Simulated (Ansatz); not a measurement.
C₂SeN₂⁺, that is Se(CN)2 with one electron fewer. Total charge 1; doublet. Geometry PBE0-D4/def2-SVP, that of the neutral singlet; atoms count from 1.

Cartesian coordinates in Å:
```
Se -0.5279 0.7157 -0.8927
C -0.7102 0.7066 0.9369
N -0.8860 0.7720 2.0819
C 0.6808 -0.6667 -0.9867
N 1.4434 -1.5276 -1.1394
```

Question: Estimate the Mulliken populations from the PBE0/def2-TZVP orbitals of Ansatz.

Answer: 
```
atom  charge (e)  spin (α − β)
 Se1        0.91          0.68
  C2       -0.11         -0.12
  N3        0.16          0.28
  C4       -0.11         -0.12
  N5        0.16          0.28
```
Mulliken values depend strongly on the basis.

Question: Where does the spin sit?

Answer: Summed by element: Se 0.68, C -0.24, N 0.56, of 1 unpaired in all. Largest on single atoms: Se1 0.68, N3 0.28, N5 0.28.

Question: And the Mayer bond orders between heavy atoms (over 0.3)?

Answer: Se1–C2 1.16 (1.84 Å); Se1–C4 1.16 (1.84 Å); C2–N3 2.70 (1.16 Å); C4–N5 2.70 (1.16 Å).
